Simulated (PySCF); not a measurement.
## Dipole response of V (vanadium, neutral)

[Ar] 3d3 4s2, high-spin 4F determinant. Calculation: PySCF 2.14, in def2-TZVPPD (6s6p4d2f1g, 67 functions); the non-relativistic Hamiltonian (point nucleus). Coupled (time-dependent) response in atomic units; α is the mean over directions.

```json
{"method": "r2SCANh", "mean α (bohr³)": "99.23", "C₆ (like pair)": "1110", "S(−4)": "5965"}
```

S(−4) is the Cauchy moment in α(ω) = α(0) + S(−4) ω² + …

Reference α: 87 ± 10 bohr³ (recommended; Schwerdtfeger and Nagle, table of static dipole polarizabilities (2023 update)). Published C₆: 832.0 (Chu and Dalgarno (2004); Tang, Norbeck and Certain (1976)).

α(iu) at r2SCANh:

```csv
u (hartree),α(iu) (bohr³)
0,99.23
0.0500,87.27
0.100,66.52
0.200,36.19
0.300,21.63
0.500,10.53
0.750,6.032
1.00,4.147
1.50,2.463
2.00,1.670
3.00,0.9186
5.00,0.3986
```

A single London oscillator, α(iu) = α/(1 + u²/ω²), gives C₆ = (3/4) ω α². Matching the computed C₆ needs ω = 4 × 1110 / (3 × 99.23²) = 0.150 hartree.
